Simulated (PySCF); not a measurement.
C4H7Cl, SMILES C[C@@H]1C[C@H]1Cl. Coordinates come from a PBE-D3(BJ)/def2-SVP optimisation.

Question: Give the equilibrium geometry at PBE-D3(BJ)/def2-SVP (PySCF confirms it by a frequency run) as Cartesian coordinates in Å. (Estimate from the structure and the level; the computed values follow.)

Answer: 
```xyz
12

C      2.3183     0.4944    -0.1674
C      1.0381    -0.2791     0.0538
C      0.2366    -0.8398    -1.1083
C     -0.2919     0.3235    -0.3131
Cl    -1.6950     0.1022     0.7537
H      2.5349     1.1702     0.6855
H      2.2594     1.1163    -1.0841
H      3.1838    -0.1899    -0.2860
H      1.0138    -0.8992     0.9661
H      0.5797    -0.6388    -2.1366
H     -0.2591    -1.8123    -0.9687
H     -0.3043     1.3214    -0.7797
```
Charge 0, spin multiplicity 1.
